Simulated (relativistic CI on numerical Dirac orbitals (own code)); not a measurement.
**Xe⁺: calculation against measurement**

Computed by Dirac-Coulomb-Breit CI, separate exchange-only KLI orbitals for each configuration, a model potential for QED, valence Slater integrals scaled by 0.85, P86 correlation estimate, and configurations built on the next ion tied to the tabulated ionisation energy (semi-empirical) (own radial code, finite nucleus).

Configuration list (outside the closed core [Kr] 4d10): 5s2 5p5, 5s 5p6, 5s2 5p4 6s, 5s2 5p4 5d, 5s2 5p4 6p, 5s2 5p4 6d, 5s2 5p4 7s, 5s2 5p4 5f, 5s2 5p4 6f, 5s2 5p3 5d2, 5s 5p5 5d, 5s2 5p4 4f, 5s2 5p4 7p, 5s2 5p4 7d, 5s2 5p4 5g, 5s2 5p4 7f. Levels of other configurations are missing.

| Configuration | Term (tabulated) | J | Measured (cm⁻¹) | Computed | Error | Purity (%) |
| --- | --- | --- | --- | --- | --- | --- |
| 5s2 5p5 | 2P° | 3/2 | 0.0 | 0 | 0 | 98 |
| 5s2 5p5 | 2P° | 1/2 | 10537.0 | 10451 | -86 | 98 |
| 5s2 5p4 6s | 4P | 5/2 | 93068.4 | 95047 | 1979 | 84 |
| 5s2 5p4 5d | 4D † | 5/2 | 95396.7 | 96507 | 1110 | 77 |
| 5s2 5p4 5d | 4D † | 7/2 | 95437.7 | 96346 | 908 | 82 |
| 5s2 5p4 6s | 4P | 1/2 | 101157.5 | 103698 | 2540 | 67 |
| 5s2 5p4 6p | 4P° † | 5/2 | 111958.9 | 112882 | 923 | 62 |
| 5s2 5p4 6p | 4D° † | 5/2 | 113512.4 | 124055 | 10543 | 60 |
| 5s2 5p4 6p | 4P° † | 1/2 | 113672.9 | 122302 | 8629 | 64 |
| 5s2 5p4 6p | 4D° † | 7/2 | 113705.4 | 114549 | 844 | 89 |

Measured levels from NIST Handbook of Basic Atomic Spectroscopic Data (Sansonetti and Martin, J. Phys. Chem. Ref. Data 34, 1559 (2005)); pairs were made by configuration, J and term (by order where the table uses no LS term), so strongly mixed levels may be paired wrongly.

Mean error by configuration (cm⁻¹): 5s2 5p5 -86; 5s2 5p4 6s 2260. Over the excited levels the mean absolute error is 1535 cm⁻¹ (9 of the 17 excited levels that our extract of the source holds in range could be paired, and the others can miss by more), and the median relative error of those above 1,000 cm⁻¹ is 2.1 %. † marks terms whose computed intervals miss the measured ones by more than a factor of 2.5, or configurations far off the rest, from wrong mixing, a near crossing or a doubtful label or measurement; they are left out of the means.

Transition probabilities of persistent lines. The last column rescales the computed rate by the cube of measured over computed energy:

| λ measured (Å) | Lower | Upper | A tabulated (s⁻¹) | A computed | A rescaled |
| --- | --- | --- | --- | --- | --- |
| 4844.33 air | 5s2 5p4 6s 4P_5/2 | 5s2 5p4 6p 4D°_7/2 | 1.10e+08 | 1.02e+08 | 1.21e+08 |
| 5292.22 air | 5s2 5p4 6s 4P_5/2 | 5s2 5p4 6p 4P°_5/2 | 8.90e+07 | 1.10e+08 | 1.31e+08 |
| 6051.15 air | 5s2 5p4 5d 4D_7/2 | 5s2 5p4 6p 4P°_5/2 | 1.70e+07 | 2.27e+07 | 2.26e+07 |
